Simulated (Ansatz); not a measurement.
Molecule: C3H3O (charge -1, singlet). It need not be the lowest isomer of its formula. Whether it binds its extra electron was not tested at this geometry. 
Structure (B3LYP-D3(BJ)/def2-TZVP (Ansatz, a quantum-chemistry and plane-wave program) minimum search):
SMILES: O=C1[CH-]C1
```xyz
7

C     -0.3956     1.0464    -0.0929
C     -1.1882    -0.2278     0.0896
C      0.3518    -0.0460    -0.0141
O      1.4125    -0.6997    -0.0004
H     -0.5114     2.1150    -0.2035
H     -1.7478    -0.6752    -0.7482
H     -1.6493    -0.4774     1.0593
```
Charge -1, spin multiplicity 1.

Basis-set convergence of Hartree-Fock and MP2 correlation energies (hartree) with Ansatz. Correlated levels leave the core frozen unless marked. Spin-orbit coupling is left out. Non-relativistic. This anion needs diffuse functions, which these sets lack.

```
basis    functions       E(HF)  E(corr, MP2)
-------  ---------  ----------  ------------
cc-pVDZ          -  -190.11455      -0.59071
cc-pVTZ        162  -190.17422      -0.73333
cc-pVQZ        310  (withheld)    (withheld)
```

Task: Some entries are withheld; supply them.

Result: 
- cc-pVQZ, E(HF): -190.19049
- cc-pVQZ, E(corr, MP2): -0.78488
